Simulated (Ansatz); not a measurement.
A made-up structure of BH$_{3}$Te, closed shell:

```xyz
5
angstrom
B -0.2799 -0.5362 0.3982
Te 1.3033 0.6008 -0.3791
H 2.8690 0.4130 0.2285
H 0.0221 -1.4357 1.1181
H 0.3604 1.6464 -1.2564
```

It is relaxed with PBE-D4/def2-SVP and then PBE0-D4/def2-TZVP (Ansatz 0.2.0). Atoms count as bonded within 1.22 times the sum of their covalent radii (H–H: 0.88 Å). The end point is not checked to be a true minimum.

Task: Does its bonding change? (A judgement: the text doesn't fix the answer.)

Result: By the calculation: No: no bond forms or breaks.

Where it ends: The first stage lowers the energy by 1.26 eV in 13 steps. It ends as BH₃Te ([BH][TeH2]):
B1  (-0.478, -0.677, 0.342)
Te2  (1.360, 0.165, -0.604)
H3  (2.795, 0.901, 0.005)
H4  (-0.161, -1.371, 1.289)
H5  (0.759, 1.671, -0.924)
(Å)

Labels in which every atom is bracketed show which atoms are joined, not bond orders.

For scale, one of the runs: PBE0-D4/def2-TZVP relaxation, 99 basis functions, launched by `ansatz run in.yaml --threads 2 --pin off --events-out ev --progress --plain --max-ram 4352MiB`. Hardware: 2 CPU threads of an AMD EPYC 7R13, shared host. Wall time about 13 s.
